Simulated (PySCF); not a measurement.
CdBrI, SMILES [Br][Cd][I]. Geometry optimised at B3LYP-D3(BJ)/def2-SVP. The def2 effective core potentials stand for the cores of Cd, I; spin–orbit coupling is left out.

Task: Give the equilibrium geometry at B3LYP-D3(BJ)/def2-SVP (PySCF confirms it by a frequency run) as Cartesian coordinates in Å, and its point group. (An estimate is asked for; the answer gives what the named calculation found.)

Result: point group C∞v.
```xyz
3

Cd     0.0000     0.0000    -0.3904
Br     0.0000     0.0000    -2.8235
I      0.0000     0.0000     2.2181
```
Charge 0, spin multiplicity 1.
